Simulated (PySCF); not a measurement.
**Computed data sheet: `CC(=O)c1cn([SiH](C)C)nn1`**

C₆H₁₁N₃OSi.
Atom-mapped SMILES: `[CH3:1][C:2](=[O:3])[c:4]1[cH:5][n:6]([SiH:7]([CH3:8])[CH3:9])[n:10][n:11]1` (hydrogens: H12, H13, H14 on C1; H15 on C5; H16 on Si7; H17, H18, H19 on C8; H20, H21, H22 on C9)

Some functional groups and rings: ketone, pyridine-type ring nitrogen, pyrrole-type ring nitrogen, Si–H bond and C–Si bond.

From GFN2-xTB geometry:

```yaml
Point_group_of_the_GFN2-xTB_geometry: Cs
Rotational_constants_A_B_C_of_the_GFN2-xTB_geometry: 2.466, 0.456, 0.442 GHz
```

**PBE0/pcSseg-1 ground state and GIAO shieldings, non-relativistic (PySCF)**

```yaml
Dipole_moment: 4.47 D
HOMO_energy: -7.30 eV
LUMO_energy: -1.18 eV
HOMO–LUMO_gap: 6.12 eV
Lowest_Hirshfeld_atomic_charge: -0.25 e on O3
Highest_Hirshfeld_atomic_charge: +0.44 e on Si7
13C_chemical_shifts_computed_TMS_as_zero_by_class: 197.6 (C2), 152.4 (C4), 137.4 (C5), 31.4 (C1), -0.4 (C8/C9) ppm
1H_chemical_shifts_computed_TMS_as_zero_by_class: 8.22 (H15), 5.50 (H16), 2.89 (H12/H13/H14), 0.63 (H17/H18/H19/H20/H21/H22) ppm
Isotropic_shieldings_of_nuclei_other_than_C_and_H_by_class: -142 (N10), -135 (N11), -8 (N6), -302 (O3), 350 (Si7) ppm
Mayer_bond_orders_between_heavy_atoms: C1–C2 1.03, C2–O3 2.01, C2–C4 0.93, C4–C5 1.38, C5–N6 1.21, N6–Si7 0.67, Si7–C8 1.00, Si7–C9 1.00, N6–N10 1.13, N10–N11 1.53, N11–C4 1.30
```

Monoisotopic mass from the formula: 169.0671 u.

In atomic units the dipole is 1.76 e·bohr (1 au = 2.5417 D). The rotational constants make it an asymmetric top with κ = (2B − A − C)/(A − C) = -0.99, nearer the prolate limit (−1). With B = h/(8π²I), that is 505.379 GHz u Å² over I, the principal moments of inertia are 204.9, 1109.3 and 1144.6 u Å² (most abundant isotopes); the inertial defect Ic − Ia − Ib is -169.6 u Å² (zero for a rigid planar frame, negative otherwise).

Geometry: GFN2-xTB, one conformer, isolated molecule. NMR classes are plain means over equivalent atoms (diastereotopic ones count apart unless rotation or inversion swaps them), as if these changed places fast; in this geometry the members of some classes differ.

For the NMR shielding job (PBE0/pcSseg-1), on x86-64 server, one thread, no GPU, shared host, this took 58 s wall (with the writing of density and orbital grids).

Shape of the structure used: `[CH3:1][C:2](=[O:3])[c:4]1[cH:5][n:6]([SiH:7]([CH3:8])[CH3:9])[n:10][n:11]1`: C1–C2–C4–C5 180°, C5–N6–Si7–C8 120°.
